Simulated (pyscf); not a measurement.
Optimised with ωB97X-D3(BJ)/def2-SVP in PySCF. Correlated levels are frozen-core, on RHF or UHF. ΔMP2 is the change of the MP2 total energy from the triple- to the quadruple-zeta basis.

PBE/def2-TZVP puts the barrier of HO–SiH: (SMILES O[SiH]) [singlet] + HO–SiH₃ (SMILES O[SiH3]) → HO–SiH₂–SiH₂–OH (SMILES O[SiH2][SiH2]O) (insertion; singlet surface; H–Si broken, Si–Si, H–Si formed) at -31.0 kJ/mol and the reaction energy at -169.2 kJ/mol, from the separated reactants. What do B3LYP-D3(BJ)/def2-TZVP, ωB97M-D3(BJ)/def2-TZVP, CCSD(T)/def2-TZVPP + ΔMP2(QZVPP) give on the same structures?

B3LYP-D3(BJ): ΔE‡ = -4.8 kJ/mol, ΔE = -165.9 kJ/mol; ωB97M-D3(BJ): ΔE‡ = 1.1 kJ/mol, ΔE = -156.6 kJ/mol; CCSD(T): ΔE‡ = -0.9 kJ/mol, ΔE = -166.2 kJ/mol. PBE's barrier lies under all of them, by 26.3 to 32.1 kJ/mol. Its reaction energy lies under all of them, by 3.0 to 12.6 kJ/mol. Low barriers are usual for a GGA, whose delocalisation error favours stretched bonds. On the reactant side the descent ends in a bound adduct, 34.8 kJ/mol under the separated species and 12.2 kJ/mol under the saddle at ωB97X-D3(BJ)/def2-TZVP. At PBE, B3LYP-D3(BJ), CCSD(T) the saddle lies under the separated reactants, which points to a path from their complex (located at ωB97X-D3(BJ) alone). At ωB97X-D3(BJ)/def2-TZVP the barrier from the zero used here is -22.6 kJ/mol. HO–SiH₂–SiH₂–OH lies 148.1 kJ/mol over its isomer HO–SiH₂–O–SiH₃ (electronic energy, ωB97M-D3(BJ)/def2-TZVP). One saddle was located; it need not be the lowest between these sides. The CCSD(T) − MP2 part came from Ansatz, without density fitting, on the same reference.
